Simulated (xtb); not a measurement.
A geometry relaxed with GFN2-xTB (xtb 6.7.1), charge 0, multiplicity 1:

```xyz
10

H      3.1747     0.6799    -0.0548
H     -1.6262     2.1060    -1.1144
Si     0.7617    -0.0552    -0.0177
C      2.5260    -0.1834    -0.0479
H     -1.9142    -1.8458    -1.1201
H      3.0431    -1.1314    -0.0586
H     -1.5765     2.1058     1.1853
Si    -1.1766     1.2785     0.0263
Si    -1.3488    -1.0952     0.0223
H     -1.8633    -1.8592     1.1796
```

Write the SMILES of this molecule.

`C=[Si]1[SiH2][SiH2]1`
